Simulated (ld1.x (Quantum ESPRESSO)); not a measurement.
## How hard is this Mo (Z = 42) PAW potential?

molybdenum, PAW, made with ld1.x (Quantum ESPRESSO) 7.5 (PBEsol, scalar-relativistic). Core [Ar] 3d10, reference 4s2 4p6 4d5.5 5s0.5 5p0. Waves: 4s (bound): rcut 1.50, rcutus 1.90 bohr; 5s (bound): rcut 1.50, rcutus 1.90 bohr; 4p (bound): rcut 2.00, rcutus 2.60 bohr; 5p (bound, empty): rcut 2.00, rcutus 2.60 bohr; 4d (bound): rcut 1.40, rcutus 1.80 bohr; 4d channel at 0.4 Ry: rcut 1.40, rcutus 1.80 bohr. Local part: all-electron potential smoothed inside 1.35 bohr (lloc = -1). Core correction: Bessel-smoothed model core, default radius (core density twice the valence density). Augmentation charge: BG, radius 1.45 bohr.

The pseudo-atom Hamiltonian at the reference potential is diagonalised in spherical Bessel functions j_l(qr) that vanish at 20 bohr, with q² up to the cutoff. All-electron valence levels (Ry): 4s -4.6410, 5s -0.2769, 4p -2.7455, 5p -0.0616, 4d -0.2190.

How do the lowest levels (Ry) of each channel move with the cutoff, and are there ghosts?

```
cutoff (Ry)     s #1     s #2     p #1     p #2    p #3     d #1    d #2    f #1    f #2  Σ f·Δε (mRy)
          8  -4.5704  -0.2366  -2.7043  -0.0613  0.0528   0.0307  0.0874  0.1050  0.2277        1781.6
         12  -4.6320  -0.2564  -2.7449  -0.0615  0.0527  -0.0337  0.0647  0.1050  0.2276        1050.9
         18  -4.6406  -0.2708  -2.7453  -0.0615  0.0527  -0.1642  0.0579  0.1050  0.2276         306.4
         25  -4.6407  -0.2758  -2.7454  -0.0615  0.0527  -0.2099  0.0569  0.1050  0.2276          51.3
         30  -4.6409  -0.2767  -2.7454  -0.0615  0.0527  -0.2176  0.0568  0.1050  0.2276           8.0
         40  -4.6410  -0.2768  -2.7455  -0.0615  0.0527  -0.2187  0.0567  0.1050  0.2276           1.8
         50  -4.6410  -0.2769  -2.7455  -0.0615  0.0527  -0.2189  0.0567  0.1050  0.2276           0.6
         60  -4.6410  -0.2769  -2.7455  -0.0615  0.0527  -0.2190  0.0567  0.1050  0.2276           0.2
        400  -4.6410  -0.2769  -2.7455  -0.0615  0.0527  -0.2190  0.0567  0.1050  0.2276           0.0
```

Result: no extra level below or beside the all-electron valence levels (s, p, d, f tested); 10 mRy is reached at 30 Ry and 1 mRy at 50 Ry.

Test run stopped at test 1 of 7 (negative rho).
